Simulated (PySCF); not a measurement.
C4H4F2. Atoms are numbered in the order given.

```xyz
10

F      0.5083    -2.4568     0.0000
C     -0.6120    -1.7384     0.0000
C     -0.6022    -0.4017     0.0000
C      0.6022     0.4017     0.0000
C      0.6120     1.7384     0.0000
F     -0.5083     2.4568     0.0000
H     -1.5134    -2.3564     0.0000
H     -1.5704     0.1032     0.0000
H      1.5704    -0.1032     0.0000
H      1.5134     2.3564     0.0000
```
Charge 0, spin multiplicity 1.

The structure is a stationary point at PBE0-D3(BJ)/def2-SVP. The values are those of a single conformer.

The numbers are results of PBE/def2-TZVP run with PySCF, not measurements.

Symmetry labels are those of the subgroup C2h that the program uses (full group C2h).

Computed valence orbital energies around the gap with their symmetry:
```json
[
 {"orbital": "HOMO−7", "symmetry": "Ag", "energy (eV)": "-11.54"},
 {"orbital": "HOMO−6", "symmetry": "Au", "energy (eV)": "-11.39"},
 {"orbital": "HOMO−5", "symmetry": "Bg", "energy (eV)": "-11.26"},
 {"orbital": "HOMO−4", "symmetry": "Ag", "energy (eV)": "-9.49"},
 {"orbital": "HOMO−3", "symmetry": "Bu", "energy (eV)": "-9.09"},
 {"orbital": "HOMO−2", "symmetry": "Ag", "energy (eV)": "-8.75"},
 {"orbital": "HOMO−1", "symmetry": "Au", "energy (eV)": "-7.79"},
 {"orbital": "HOMO", "symmetry": "Bg", "energy (eV)": "-5.56"},
 {"orbital": "LUMO", "symmetry": "Au", "energy (eV)": "-1.75"},
 {"orbital": "LUMO+1", "symmetry": "Bg", "energy (eV)": "0.86"},
 {"orbital": "LUMO+2", "symmetry": "Bu", "energy (eV)": "0.96"},
 {"orbital": "LUMO+3", "symmetry": "Ag", "energy (eV)": "1.15"}
]
```
